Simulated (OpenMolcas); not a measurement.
# Lu+: effect of the active space

- Program: OpenMolcas
- Method: CASSCF or its RAS form
- Basis: ANO-RCC-VTZP
- Scalar Hamiltonian: DKH2, point nucleus
- Spin-orbit coupling: RASSI with atomic mean-field integrals over the reference wave functions, term energies averaged over their components

A. 2 electrons in 6 orbitals (5d 6s); 2S+1 = 3 even, 15 roots; 2S+1 = 1 even, 20 roots; cost about 30 core-seconds
B. 2 electrons in 9 orbitals (RAS2 5d 6s; RAS3 6p, at most 2 electrons); 2S+1 = 1 even, 21 roots; 2S+1 = 3 even, 15 roots kept (CI in the orbitals of an earlier block); 2S+1 = 1 odd, 15 roots; 2S+1 = 3 odd, 18 roots kept (CI in the orbitals of an earlier block); cost roughly 40 core-seconds
C. 2 electrons in 11 orbitals (5d 6s 6d); 2S+1 = 1 even, 6 roots; 2S+1 = 3 even, 5 roots kept (CI in the orbitals of an earlier block); cost roughly 25 core-seconds

Energies in cm-1 above 6s2 1S0, the measured ground level; measured values from NIST Handbook of Basic Atomic Spectroscopic Data.

```
    Level      A      B      C  Measured
  6s2 1S0    0.0    0.0    0.0       0.0
5d 6s 3D1   9174  13454   9540     11796
5d 6s 3D2   9943  14123  10319     12435
5d 6s 3D3  11586  15776  12160     14199
5d 6s 1D2  16243  18769  16304     17333
```

Deviations, from unrounded energies. A percentage is the sum of absolute deviations over the sum of measured energies, with the sign that they share, or ± where signs differ.

```tsv
Against measurement	Levels	A	B	C
mean absolute deviation (cm-1)	4	2200	1600	1900
other configurations (%)	4	-15.8	+11.4	-13.3
```

B lies closest to measurement on these levels and A furthest from it. The largest miss of B in the table is 5d 6s 3D2, by +1700 cm-1. The ranking rests on the paired levels alone, and a cruder setting can come out closer through cancelling errors.

Among A to C the level of the table that moves most is 5d 6s 3D1, by 4300 cm-1 (lowest in A, highest in B).

Without dynamic correlation excited terms often stand tens of per cent too high (terms of higher spin than the ground term too low), and those without a measured partner can miss by more than the paired ones. A single d shell beside an s shell can misplace configurations of different d count against each other (holds for A; B). Terms from blocks run as CI alone lack orbitals of their own (holds for B; C). Active for correlation alone: 6d; no level in the range computed is led by a configuration that fills it, so any true level of that kind is missing (holds for C). Computed and measured levels are paired by configuration, term and J; levels that our copy of the source lacks, or whose pairing is in doubt (as where it misses far off the trend of its configuration), stay unpaired and out of the deviations. Only configurations of the active space appear. Levels that lie high or do not pair safely by name in every column are left out.
